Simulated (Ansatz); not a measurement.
`BC1=CC1F` and `BC1=CC1` differ in one atom or group.

Ansatz, PBE0-D4/def2-TZVP geometries, multiplicity 1. 

| property | `BC1=CC1F` |
| --- | --- |
| HOMO energy (PBE0/def2-TZVPP) / eV | -8.25 |
| HOMO energy (B3LYP/def2-TZVPP) / eV | -8.02 |
| HOMO energy (ωB97M-V/def2-TZVPP) / eV | -10.44 |
| LUMO energy (PBE/def2-TZVPP) / eV | -2.91 |
| HOMO energy (PBE/def2-TZVPP) / eV | -7.00 |
| LUMO energy (ωB97M-V/def2-TZVPP) / eV | -0.04 |

Question: Give the same properties after the change, and the shifts. (Estimate.)

Answer: Computed: 
| property | `BC1=CC1` | shift |
| --- | --- | --- |
| HOMO energy (PBE0/def2-TZVPP) / eV | -7.83 | 0.42 |
| HOMO energy (B3LYP/def2-TZVPP) / eV | -7.61 | 0.41 |
| HOMO energy (ωB97M-V/def2-TZVPP) / eV | -10.06 | 0.38 |
| LUMO energy (PBE/def2-TZVPP) / eV | -1.09 | 1.82 |
| HOMO energy (PBE/def2-TZVPP) / eV | -6.65 | 0.35 |
| LUMO energy (ωB97M-V/def2-TZVPP) / eV | 2.06 | 2.10 |

With PBE0 the HOMO rises by 0.42 eV and the LUMO rises by 1.91 eV, so the gap widens by about 1.49 eV. PBE moves the HOMO by 0.35 eV and ωB97M-V by 0.38 eV.

B3LYP here is the variant with VWN-RPA as its local correlation; programs differ in this.
